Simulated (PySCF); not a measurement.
## Computed NMR parameters against published values

Mapped SMILES: `[CH3:1][C:2]([CH3:3])([CH3:4])[S:5][c:6]1[cH:7][cH:8][cH:9][cH:10][cH:11]1` (H(Xn): hydrogen on atom n).

Published estimates (parent shift plus substituent increments) and measurements: δ ¹³C C7/C11 137.5; C9 128.5; C8/C10 128.2 ppm (estimated from measurements, as parent shift plus tabulated substituent increment; solution, not stated per compound (mostly CDCl3 or CCl4); Pretsch, Buehlmann, Badertscher, Structure Determination of Organic Compounds, 4th ed. (2009)).

Calculated, not measured (PySCF 2.14.0 with density-fitted response routines): shieldings: GIAO PBE0/pcSseg-1, geometry from PBE0-D3(BJ)/def2-SVP. Fast rotation and ring inversion assumed for equivalent nuclei, relativity neglected, a single conformation, in vacuum.

Task: How close does the calculation come?

Result: 
Reference values: estimated from measurements, as parent shift plus tabulated substituent increment (solution, not stated per compound (mostly CDCl3 or CCl4); Pretsch, Buehlmann, Badertscher, Structure Determination of Organic Compounds, 4th ed. (2009)).
| atoms | quantity | reference | computed | computed, scaled |
| --- | --- | --- | --- | --- |
| C7/C11 | δ ¹³C | 137.5 | 145.9 | 140.4 |
| C9 | δ ¹³C | 128.5 | 134.6 | 129.5 |
| C8/C10 | δ ¹³C | 128.2 | 133.6 | 128.5 |

Computed shifts are σ(ref) − σ with the named reference compound (TMS for H and C) calculated as an isolated molecule at the same level. The measured values may be among those fitted. Scaled to experiment by linear calibration (H and C: mostly CDCl3 data, vs TMS): ¹³C: δ = 177.62 − 0.967σ -3.3 per attached S (rms 1.9 ppm, 903 shifts, 2.3 ppm with the 23 outliers that the fit left out). Occasional misses reach two or three times the rms, and more in compound classes unlike the fitted ones.

Task: How far are the unscaled ¹³C shifts from the references?

Result: Mean signed difference +6.63 ppm, mean absolute 6.63 ppm over 3 comparisons; the largest is +8.4 ppm at C7/C11 (aromatic CH).
